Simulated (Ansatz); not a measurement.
BiH₂Br, 4 atoms. Hardware: 2 threads of Intel Xeon 6975P-C on a shared host.

In the def2 sets Bi takes a core potential; there is no spin–orbit coupling. Correlated methods freeze 13 core orbitals; core or outer-core shells of Bi, Br are correlated, in sets that lack core-valence functions.

(1) How many basis functions does each of these Ansatz runs have, and roughly what does it cost? RPA@PBE/def2-TZVP, charge 0 singlet, energy, from earlier orbitals; ωB97X-V/def2-TZVP, charge 0 singlet, energy, from earlier orbitals; r2SCAN-D4/def2-TZVP, charge 0 singlet, energy, from earlier orbitals; PBE0-D4/def2-TZVP, charge 0 triplet at the geometry of the charge 0 singlet, energy; PBE-D4/def2-TZVPD, charge 0 singlet, energy, from earlier orbitals; PBE0-D4/def2-TZVP, charge 0 singlet, energy, from earlier orbitals; HF/def2-TZVP, charge 0 singlet, energy, from earlier orbitals; PBE-D4/def2-TZVP, charge 1 doublet at the geometry of the charge 0 singlet, energy, from earlier orbitals; r2SCAN-D4/def2-TZVP, charge 1 doublet at the geometry of the charge 0 singlet, energy, from earlier orbitals; PBE0-D4/def2-TZVP, charge 1 doublet at the geometry of the charge 0 singlet, energy; PBE0-D4/def2-TZVPD, charge 0 singlet, energy, from earlier orbitals; CCSD(T)/def2-TZVPD, charge -1 doublet at the geometry of the charge 0 singlet, energy, from earlier orbitals.

Results:

(1) Other jobs shared the machine, so times can vary by a factor of up to 3. A dash marks memory too small to be measured apart from the calling script's.

| run | functions | fitting or Cholesky vectors | wall time | peak host memory (GiB) |
| --- | --- | --- | --- | --- |
| HF/def2-TZVP, charge 0 singlet, energy, from earlier orbitals | 110 | 1091 | 0.5 s | – |
| PBE-D4/def2-TZVPD, charge 0 singlet, energy, from earlier orbitals | 131 | 895 | 0.8 s | – |
| PBE-D4/def2-TZVP, charge 1 doublet at the geometry of the charge 0 singlet, energy, from earlier orbitals | 110 | 824 | 1 s | – |
| PBE0-D4/def2-TZVP, charge 0 singlet, energy, from earlier orbitals | 110 | 906 | 1 s | – |
| PBE0-D4/def2-TZVPD, charge 0 singlet, energy, from earlier orbitals | 131 | 1022 | 1 s | – |
| r2SCAN-D4/def2-TZVP, charge 0 singlet, energy, from earlier orbitals | 110 | 824 | 1 s | – |
| RPA@PBE/def2-TZVP, charge 0 singlet, energy, from earlier orbitals | 110 | 894 | 1.2 s | – |
| ωB97X-V/def2-TZVP, charge 0 singlet, energy, from earlier orbitals | 110 | 895 | 1.9 s | – |
| PBE0-D4/def2-TZVP, charge 0 triplet at the geometry of the charge 0 singlet, energy | 110 | 894 | 2.1 s | – |
| r2SCAN-D4/def2-TZVP, charge 1 doublet at the geometry of the charge 0 singlet, energy, from earlier orbitals | 110 | 824 | 2.3 s | – |
| PBE0-D4/def2-TZVP, charge 1 doublet at the geometry of the charge 0 singlet, energy | 110 | 906 | 2.5 s | – |
| CCSD(T)/def2-TZVPD, charge -1 doublet at the geometry of the charge 0 singlet, energy, from earlier orbitals | 131 | 1039 | 34 s | 2 |
